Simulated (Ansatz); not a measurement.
C2H5BrClGa (SMILES C[CH2][Ga]([Cl])[Br]), singlet, geometry from GFN2-xTB (such geometries of metal compounds can be far from the true shape); B3LYP/pcseg-0 (Ansatz, a first-principles code).

Input for Ansatz:
Ansatz 0.2 input:
```yaml
crystal:
  periodic: [false, false, false]
  atoms:
    - {symbol: Ga, position_ang: [-0.19439405, -0.25076933, -0.15432093]}
    - {symbol: Cl, position_ang: [-0.59492239, -1.85141588, 1.14502485]}
    - {symbol: Br, position_ang: [1.07603784, 1.45611350, 0.75273268]}
    - {symbol: C, position_ang: [-0.81168507, -0.05916943, -2.11835271]}
    - {symbol: C, position_ang: [-1.63514065, -1.26393936, -2.55943159]}
    - {symbol: H, position_ang: [0.08174168, 0.06110672, -2.74197569]}
    - {symbol: H, position_ang: [-1.38960791, 0.86862260, -2.20075693]}
    - {symbol: H, position_ang: [-2.52661001, -1.37544615, -1.93996818]}
    - {symbol: H, position_ang: [-1.05341509, -2.18397481, -2.48186573]}
    - {symbol: H, position_ang: [-1.95258292, -1.14770902, -3.59584504]}
basis:
  gaussian:
    orbitals: pcseg-0.json
hamiltonian:
  xc: b3lyp
```
The basis file holds pcseg-0 in the JSON format of the Basis Set Exchange.

What the program printed (banner, timings and long lists left out):

```
Functional definition: B3LYP
948 factors; integrals over basis functions are off by at most 5.7e-4 eV
mean field evaluation 1: about -136932.3322 eV, gradient 5.1e1 eV
mean field evaluation 2: about -136927.2275 eV, gradient 6.5e1 eV
mean field evaluation 4: about -136939.0351 eV, gradient 3.6e0 eV
mean field evaluation 8: about -136939.1720 eV, gradient 1.0e-1 eV
mean field evaluation 16: about -136939.1721 eV, gradient 1.4e-5 eV
mean field -136939.17207169 eV, -5032.4217529300 hartree, gradient 1.4e-5 eV, S^2 0.000000; 0 other end points of the search recorded, 0 dependent functions left out
reference -136939.17233975 eV, -5032.4217627809 hartree; 50, 50 occupied and 35, 35 virtual orbitals, 948 factors
Total energy: -136939.17233975 eV, -5032.4217627809 hartree
```
